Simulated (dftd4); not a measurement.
H2Cl3NTi, charge -1, doublet, at a GFN2-xTB geometry (such geometries of metal compounds can be far from the true shape) (the multiplicity is a formal guess); D4 for tpss (dftd4 4.2.0).

dftd4 was given this input:
```
$ dftd4 mol.xyz --func tpss --charge -1 --json dftd4.json --noedisp --property

# file mol.xyz
7

Ti    -0.15288169    -0.24068994    -0.02732358
Cl     1.91035049    -0.29612671    -0.87734476
Cl     0.11854514     0.21846428     2.13778267
Cl    -1.19203690     1.40776354    -1.11091908
N     -1.13394003    -1.81277230    -0.20506932
H     -0.84108855    -2.68133374    -0.65358968
H     -2.08453266    -1.94580049     0.14837338
```

Predict the main parts of the log of this dftd4 run.


```
                    ____  _____ _____     ____  _  _
      -------------|  _ \|  ___|_   _|---|  _ \| || |------------
     |             | | | | |_    | | ___ | | | | || |_           |
     |             | |_| |  _|   | ||___|| |_| |__   _|          |
     |             |____/|_|     |_|     |____/   |_|            |
     |             ===================================           |
     |            E. Caldeweyher, S. Ehlert & S. Grimme          |
     |          Mulliken Center for Theoretical Chemistry        |
     |                    University of Bonn                     |
      -----------------------------------------------------------

Rational (Becke-Johnson) damping: tpss-D4-ATM
---------------------
  s6         1.0000
  s8         1.7660
  s9         1.0000
  a1         0.4282
  a2         4.5426
 alp        16.0000
--------------------

Atomic data, radii in Ångström:
------------------------------------------------------
   Z          R(cov)      r4/r2   hardness         EN
------------------------------------------------------
  22 Ti       1.6267     3.3274     0.2174     1.5400
  17 Cl       1.3200     1.9735     0.4312     3.1600
   7 N        0.9467     1.4350     0.5044     3.0400
   1 H        0.4267     1.0622     0.4726     2.2000
------------------------------------------------------

Atomic reference systems (in atomic units):
----------------------------------------------------------------------------
   Z        #      CN     q+Z       C6(AA)   #      CN     q+Z       C6(AA)
----------------------------------------------------------------------------
  22 Ti     1  0.0000 22.0000    1412.2785   2  1.6228 22.3226     236.3123
            3  3.4328 22.5351     214.7539   4  4.4385 22.9040      88.5341
  17 Cl     1  0.0000 17.0000      92.6806   2  0.8444 16.8495     101.8771
   7 N      1  0.0000  7.0000      25.3714   2  0.8583  6.6470      32.5496
            3  1.8399  6.6987      28.5877   4  2.5804  6.1757      42.3910
            5  0.9809  7.0000      18.1534
   1 H      1  0.0000  1.0000       7.6362   2  0.8942  1.0000       3.0374
----------------------------------------------------------------------------

Atomic properties (in atomic units):
----------------------------------------------------------------------------
     #    Z              CN          q      C6(AA)        C8(AA)   alpha(0)
----------------------------------------------------------------------------
     1   22 Ti       3.0524     0.9411    205.0237    24318.5975    31.6135
     2   17 Cl       0.7578    -0.4493    111.5954     4656.1594    16.1464
     3   17 Cl       0.7578    -0.4476    111.5342     4653.6060    16.1420
     4   17 Cl       0.7578    -0.4477    111.5375     4653.7398    16.1422
     5    7 N        2.4941    -0.9911     50.3997     1111.8585    10.6251
     6    1 H        0.8613     0.1977      1.1176       13.5098     1.6559
     7    1 H        0.8622     0.1969      1.1215       13.5566     1.6588
----------------------------------------------------------------------------

Molecular properties (in atomic units):
----------------------------------------
 molecular C6                2982.3019
 molecular C8              156748.5506
----------------------------------------

Dispersion energy:      -1.2914781086427E-02 Eh

[Info] JSON dump of results written to 'dftd4.json'
```
